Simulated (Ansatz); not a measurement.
`CO[SiH2][SeH]` → `[SiH3][SeH]` + `C=O` at 298.15 K and 1 bar (β-hydride elimination).

Isolated molecules relaxed with PBE0-D4/def2-TZVP in Ansatz; ΔE leaves out vibrations. CCSD(T)/CBS is the MP2 limit (def2-TZVPP, def2-QZVPP) plus CCSD(T) − MP2 in def2-TZVPP, frozen cores. This one scheme is used for every species. For Se outer-core shells are correlated without core-valence functions, which leaves a few kJ/mol of doubt a bond. Scalar relativity is left out up to krypton. Each species was taken in one conformer, which may not be the lowest.

```json
{"species": "`CO[SiH2][SeH]`", "CCSD(T)/CBS energy (Eh)": "-2806.67109", "H − E (kJ/mol)": "199.4", "S (J/(mol·K))": "360.4"}
{"species": "`[SiH3][SeH]`", "CCSD(T)/CBS energy (Eh)": "-2692.20088", "H − E (kJ/mol)": "99.8", "S (J/(mol·K))": "286.6"}
{"species": "`C=O`", "CCSD(T)/CBS energy (Eh)": "-114.39408", "H − E (kJ/mol)": "80.1", "S (J/(mol·K))": "218.6"}
```

H − E and S are ideal-gas, rigid-rotor, harmonic terms from PBE0-D4/def2-TZVP, for one conformer and one mirror image of each species. 1 Eh = 2625.50 kJ/mol, R = 8.31446 J/(mol·K).

Problem. By hand: ΔE, ΔH, ΔS and ΔG.

Solution. ΔE = (-2692.20088) + (-114.39408) − (-2806.67109) = 0.07613 Eh = 199.9 kJ/mol. Δ(H − E) = 99.8 + 80.1 − 199.4 = -19.5, so ΔH = 180.4 kJ/mol. ΔS = 286.6 + 218.6 − 360.4 = 144.8 J/(mol·K). ΔG = 180.4 − 298.15 × (144.8)/1000 = 137.2 kJ/mol.

Problem. By hand: the equilibrium constant, and the temperature at which ΔG would vanish if ΔH and ΔS stayed fixed.

Solution. log₁₀ K = −ΔG/(RT ln 10) = -24.0. ΔG = 0 at ΔH/ΔS = 1246 K.

The number of gas molecules changes by +1, which sets the sign of ΔS. A doubt of 5 kJ/mol in ΔE shifts log₁₀ K by 0.9 here. Other conformers and mirror images would add mixing entropy, several J/(mol·K) or more a flexible species. Modes under 60 cm⁻¹, often nearly free rotors, make the harmonic entropy too high. These are equilibria of isolated gas molecules and say nothing of rates. Largest T1 diagnostic: 0.015 (customary marks: 0.02 for closed shells, 0.045 for open ones).
